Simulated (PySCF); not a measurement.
The dipole of `O=C1CCC(=O)O1` from its density and from atomic charges.

Coordinates (GFN2-xTB, Å) and charges (e) from the PBE0/pcSseg-1 density (PySCF):

```csv
atom,x,y,z,Mulliken,IAO,Hirshfeld,ESP-fitted
O1,-1.639,-0.933,-1.753,-0.3385,-0.3960,-0.2370,-0.4920
C2,-0.815,-0.617,-0.959,+0.4630,+0.5300,+0.2198,+0.6877
C3,-0.730,0.667,-0.155,-0.2844,-0.3419,-0.0713,-0.1831
C4,0.529,0.508,0.680,-0.2842,-0.3418,-0.0714,-0.1853
C5,1.068,-0.857,0.291,+0.4629,+0.5300,+0.2198,+0.6829
O6,2.044,-1.402,0.693,-0.3385,-0.3960,-0.2370,-0.4892
O7,0.243,-1.421,-0.640,-0.3868,-0.3099,-0.0907,-0.3921
H8,-1.638,0.770,0.439,+0.1767,+0.1814,+0.0670,+0.0921
H9,-0.692,1.511,-0.845,+0.1766,+0.1814,+0.0669,+0.0932
H10,1.291,1.259,0.469,+0.1767,+0.1814,+0.0670,+0.0930
H11,0.344,0.518,1.754,+0.1766,+0.1814,+0.0670,+0.0928
```

Question: Compute μ = Σ q r for each scheme (1 e·Å = 4.803 D) and compare with the dipole of the full density.

Answer: The full density gives (-0.70, 4.05, 1.83) D, 4.49 D in size; dipole vectors point from the negative to the positive end.

```json
{"scheme": "Mulliken", "μx": "-0.86", "μy": "5.00", "μz": "2.25", "size (D)": "5.55", "share of the full size (%)": "123", "angle to the full dipole (°)": "0"}
{"scheme": "IAO", "μx": "-0.76", "μy": "4.41", "μz": "1.99", "size (D)": "4.90", "share of the full size (%)": "109", "angle to the full dipole (°)": "0"}
{"scheme": "Hirshfeld", "μx": "-0.45", "μy": "2.62", "μz": "1.19", "size (D)": "2.91", "share of the full size (%)": "65", "angle to the full dipole (°)": "0"}
{"scheme": "ESP-fitted", "μx": "-0.71", "μy": "4.10", "μz": "1.85", "size (D)": "4.55", "share of the full size (%)": "101", "angle to the full dipole (°)": "0"}
```

Question: Which set comes closest?

Answer: Length of the difference vector: ESP-fitted 0.06 D, IAO 0.41 D, Mulliken 1.06 D, Hirshfeld 1.58 D. Closest: ESP-fitted. The schemes that divide the density aren't constrained to reproduce the dipole.

Question: What is left for the Hirshfeld atoms' own dipoles?

Answer: The shares of the density sum to the whole, so what Σ q r misses lies in dipoles about the nuclei. The atomic dipoles sum to (-0.70, 4.05, 1.83) − (-0.45, 2.62, 1.19) = (-0.25, 1.43, 0.64) D, 1.58 D in size.

Question: With the origin at the mean of the coordinates, (0.000, 0.000, -0.002) Å, which are the largest single terms, by size, of the Hirshfeld dipole along the direction of the full one?

Answer: O1 +1.48, O6 +1.48, C2 -0.86, C5 -0.86, O7 +0.69 D; all 11 atoms together +2.91 D. The single terms depend on the origin, their sum doesn't.

Question: Give the size of the full dipole in other units.

Answer: 4.49 D = 1.768 au = 0.936 e·Å = 14.99 × 10⁻³⁰ C·m.

Isolated species at its GFN2-xTB geometry, gas phase.
